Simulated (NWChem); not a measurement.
System: BCl2, doublet; SMILES Cl[B]Cl

NWChem input:

```
start job
memory heap 200 mb stack 900 mb global 1100 mb
geometry units angstroms noautoz
  Cl     1.530211     0.000000    -0.099726
  B      0.000000     0.000000     0.703551
  Cl    -1.530211     0.000000    -0.099726
end
basis spherical
  Cl library sto-3g
  B library sto-3g
end
dft
  odft
  mult 2
  xc b3lyp
  iterations 150
  mulliken
end
task dft energy
```

Output (shortened):

```
             Northwest Computational Chemistry Package (NWChem) 7.3.0
             --------------------------------------------------------

 C2V symmetry detected

                             Geometry "geometry" -> ""
                             -------------------------

 Output coordinates in angstroms (scale by  1.889725989 to convert to a.u.)

  No.       Tag          Charge          X              Y              Z
 ---- ---------------- ---------- -------------- -------------- --------------
    1 Cl                  17.0000     1.53021100     0.00000000    -0.10298423
    2 B                    5.0000     0.00000000     0.00000000     0.70029277
    3 Cl                  17.0000    -1.53021100     0.00000000    -0.10298423

 Effective nuclear repulsion energy (a.u.)     102.0241127762

      Symmetry information
      --------------------

 Group name             C2v
 Group number             16
 Group order               4
 No. of unique centers     2

                                 NWChem DFT Module
                                 -----------------

 Summary of "ao basis" -> "ao basis" (spherical)
 ------------------------------------------------------------------------------
       Tag                 Description            Shells   Functions and Types
 ---------------- ------------------------------  ------  ---------------------
 Cl                          sto-3g                  5        9   3s2p
 B                           sto-3g                  3        5   2s1p

      Symmetry analysis of basis
      --------------------------

        a1         10
        a2          2
        b1          8
        b2          3

            General Information
            -------------------
          SCF calculation type: DFT
          Wavefunction type:  spin polarized.
          No. of atoms     :     3
          No. of electrons :    39
           Alpha electrons :    20
            Beta electrons :    19
          Charge           :     0
          Spin multiplicity:     2
          Use of symmetry is: on ; symmetry adaption is: on
          Maximum number of iterations: 150
          AO basis - number of functions:    23
                     number of shells:    13
          Convergence on energy requested:  1.00D-06
          Convergence on density requested:  1.00D-05
          Convergence on gradient requested:  5.00D-04

              XC Information
              --------------
                         B3LYP Method XC Potential
                     Hartree-Fock (Exact) Exchange  0.200
                        Slater Exchange Functional  0.800 local
                    Becke 1988 Exchange Functional  0.720 non-local
              Lee-Yang-Parr Correlation Functional  0.810
                  VWN I RPA Correlation Functional  0.190 local

             Grid Information
             ----------------
          Grid used for XC integration:  medium
          Radial quadrature: Mura-Knowles
          Angular quadrature: Lebedev.
          Tag              B.-S. Rad. Rad. Pts. Rad. Cut. Ang. Pts.
          ---              ---------- --------- --------- ---------
          Cl                  1.00       88           8.0       590
          B                   0.85       49           6.0       434
          Grid pruning is: on
          Number of quadrature shells:   137
          Spatial weights used:  Erf1

      Superposition of Atomic Density Guess
      -------------------------------------

 Sum of atomic energies:        -933.26088476

      Non-variational initial energy
      ------------------------------

 Total energy =    -933.551193
 1-e energy   =   -1495.577174
 2-e energy   =     460.001869
 HOMO         =       0.044337
 LUMO         =       0.262971

   Symmetry analysis of molecular orbitals - initial alpha
   -------------------------------------------------------

  Numbering of irreducible representations:

     1 a1          2 a2          3 b1          4 b2

  Orbital symmetries:

     1 a1          2 b1          3 a1          4 b1          5 a1
     6 b1          7 b2          8 b1          9 a1         10 a2
    11 a1         12 a1         13 b1         14 a1         15 b1
    16 a1         17 b2         18 a2         19 b1         20 a1
    21 b2         22 a1         23 b1

   Symmetry analysis of molecular orbitals - initial beta
   ------------------------------------------------------

  Numbering of irreducible representations:

     1 a1          2 a2          3 b1          4 b2

  Orbital symmetries:

     1 a1          2 b1          3 a1          4 b1          5 a1
     6 b1          7 b2          8 b1          9 a1         10 a2
    11 a1         12 a1         13 b1         14 a1         15 b1
    16 a1         17 b2         18 a2         19 b1         20 a1
    21 b2         22 a1         23 b1

     ---------------------------------------------
      Total Density - Mulliken Population Analysis
     ---------------------------------------------

    Atom       Charge   Shell Charges
 -----------   ------   -------------------------------------------------------
    1 Cl  17    17.42   2.00  2.00  5.99  1.95  5.48
    2 B    5     4.16   1.99  1.24  0.93
    3 Cl  17    17.42   2.00  2.00  5.99  1.95  5.48

     --------------------------------------------
      Spin Density - Mulliken Population Analysis
     --------------------------------------------

    Atom       Charge   Shell Charges
 -----------   ------   -------------------------------------------------------
    1 Cl  17     0.12   0.00  0.00  0.00  0.01  0.11
    2 B    5     0.76   0.00  0.43  0.32
    3 Cl  17     0.12   0.00  0.00  0.00  0.01  0.11

   convergence    iter        energy       DeltaE   RMS-Dens  Diis-err
 ---------------- ----- ----------------- --------- --------- ---------
 d= 0,ls=0.0,diis     1   -934.7812181340 -1.04D+03  4.75D-02  1.02D-01
                                                     3.97D-02  9.58D-02
 d= 0,ls=0.0,diis     2   -934.7185671157  6.27D-02  2.05D-02  1.96D-01
                                                     2.46D-02  2.54D-01
 d= 0,ls=0.0,diis     3   -934.8886117535 -1.70D-01  3.71D-03  3.84D-04
                                                     1.32D-03  8.75D-05
 d= 0,ls=0.0,diis     4   -934.8891829334 -5.71D-04  9.01D-04  1.61D-05
                                                     3.93D-04  4.39D-06
 d= 0,ls=0.0,diis     5   -934.8892135707 -3.06D-05  7.50D-05  1.89D-07
                                                     6.82D-05  2.62D-07
 d= 0,ls=0.0,diis     6   -934.8892141047 -5.34D-07  9.39D-06  2.29D-09
                                                     8.57D-06  4.12D-09

         Total DFT energy =     -934.889214104708
      One electron energy =    -1494.156640252263
           Coulomb energy =      517.667635735875
    Exchange-Corr. energy =      -60.424322364544
 Nuclear repulsion energy =      102.024112776224

 Numeric. integr. density =       39.000000223691

                  Occupations of the irreducible representations
                  ----------------------------------------------

                     irrep           alpha         beta
                     --------     --------     --------
                     a1                9.0          8.0
                     a2                2.0          2.0
                     b1                7.0          7.0
                     b2                2.0          2.0

                    DFT Final Alpha Molecular Orbital Analysis
                    ------------------------------------------

 Vector   18  Occ=1.000000D+00  E=-2.958151D-01  Symmetry=a2
              MO Center=  2.3D-14,  9.7D-18, -1.0D-01, r^2= 3.3D+00
   Bfn.  Coefficient  Atom+Function         Bfn.  Coefficient  Atom+Function
  ----- ------------  ---------------      ----- ------------  ---------------
     8      0.728626  1 Cl py                22     -0.728626  3 Cl py
     4     -0.200773  1 Cl py                18      0.200773  3 Cl py

 Vector   19  Occ=1.000000D+00  E=-2.865971D-01  Symmetry=b1
              MO Center=  3.4D-16, -1.1D-17, -8.6D-02, r^2= 3.3D+00
   Bfn.  Coefficient  Atom+Function         Bfn.  Coefficient  Atom+Function
  ----- ------------  ---------------      ----- ------------  ---------------
     9      0.548232  1 Cl pz                23     -0.548232  3 Cl pz
     7      0.490045  1 Cl px                21      0.490045  3 Cl px
     5     -0.150758  1 Cl pz                19      0.150758  3 Cl pz
     3     -0.134975  1 Cl px                17     -0.134975  3 Cl px

 Vector   20  Occ=1.000000D+00  E=-1.615029D-01  Symmetry=a1
              MO Center=  5.0D-18,  1.7D-18,  7.6D-01, r^2= 2.0D+00
   Bfn.  Coefficient  Atom+Function         Bfn.  Coefficient  Atom+Function
  ----- ------------  ---------------      ----- ------------  ---------------
    11      0.667319  2 B  s                 14      0.637576  2 B  pz
     9     -0.484146  1 Cl pz                23     -0.484146  3 Cl pz
    10     -0.163389  2 B  s                  5      0.126980  1 Cl pz
    19      0.126980  3 Cl pz                 7      0.087643  1 Cl px
    21     -0.087643  3 Cl px                 6     -0.075050  1 Cl s

 Vector   21  Occ=0.000000D+00  E= 5.996721D-03  Symmetry=b2
              MO Center= -3.2D-16,  7.8D-22,  5.5D-01, r^2= 1.6D+00
   Bfn.  Coefficient  Atom+Function         Bfn.  Coefficient  Atom+Function
  ----- ------------  ---------------      ----- ------------  ---------------
    13      0.965103  2 B  py                 8     -0.409908  1 Cl py
    22     -0.409908  3 Cl py                 4      0.104020  1 Cl py
    18      0.104020  3 Cl py

[...]
```

Level: B3LYP/STO-3G, spin-unrestricted. In the optimisation the excess spin sits in a1 (C2v, its own frame). Coordinates come from a PBE0/def2-SVP, spin-unrestricted optimisation. No stability test was run on the SCF state. B3LYP is NWChem's, with the RPA form of VWN correlation.
